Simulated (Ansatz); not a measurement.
Total energies of `[GeH3][SiH2][SiH2][SiH2][GeH3]`.

Cartesian coordinates in Å:
```
Ge 1.188 2.359 -0.280
Si -0.990 1.662 0.380
Si -0.836 -0.262 1.699
Si 0.519 -1.806 0.583
Ge -0.237 -2.064 -1.659
H 1.133 3.654 -1.107
H 2.067 2.608 0.958
H 1.856 1.265 -1.130
H -1.786 1.351 -0.840
H -1.671 2.765 1.113
H -0.247 0.085 3.023
H -2.186 -0.850 1.924
H 0.512 -3.127 1.271
H 1.919 -1.297 0.563
H -1.706 -2.520 -1.678
H 0.607 -3.102 -2.417
H -0.142 -0.721 -2.404
```

Total charge 0; spin multiplicity 1. Correlated methods include outer-core shells of Ge, which these sets cover unevenly. Scalar relativity is left out up to krypton. The geometry is a stationary point of PBE0-D4/def2-TZVP. It is one conformer, not always the lowest. Basis def2-TZVPP, Ansatz.

RPA on PBE orbitals: Hartree–Fock energy of these orbitals -5024.43302 Eh, correlation -1.64534 Eh (frozen core).

```
 functional  energy without D4 (Eh)  D4 term (kJ/mol)
LDA (SPW92)             -5019.81732                 –
     revPBE             -5029.21799            -117.4
       BLYP             -5029.78571            -103.3
     B97M-V             -5028.73773                 –
       PBE0             -5028.82607             -44.2
    r2SCAN0             -5029.57610             -15.9
      BHLYP             -5029.67311             -72.6
  CAM-B3LYP             -5029.96797             -46.7
    LC-ωPBE             -5028.91336                 –
    ωB97X-V             -5029.21160                 –
```

(1) Give the same for PBE, r2SCAN, B3LYP, r2SCANh, HSE06 (plane-wave form), ωB97M-V, B2PLYP, PBE-QIDH. (An estimate is asked.)

B3LYP takes the VWN-RPA correlation (the form of Gaussian; ORCA's B3LYP/G). HSE06 is the plane-wave form, built on full-range PBE exchange. The double hybrids freeze the cores in their second-order part.

Results:

(1) Computed: 
| functional | energy without D4 (Eh) | D4 term (kJ/mol) |
| --- | --- | --- |
| PBE | -5028.61602 | -50.2 |
| r2SCAN | -5029.62269 | -13.0 |
| B3LYP | -5029.88872 | -81.2 |
| r2SCANh | -5029.60312 | -14.3 |
| HSE06 (plane-wave form) | -5028.80543 | -42.2 |
| ωB97M-V | -5029.38201 | – |
| B2PLYP | -5028.60169 | – |
| PBE-QIDH | -5027.91507 | – |

LC-ωPBE has ω = 0.4 bohr⁻¹.
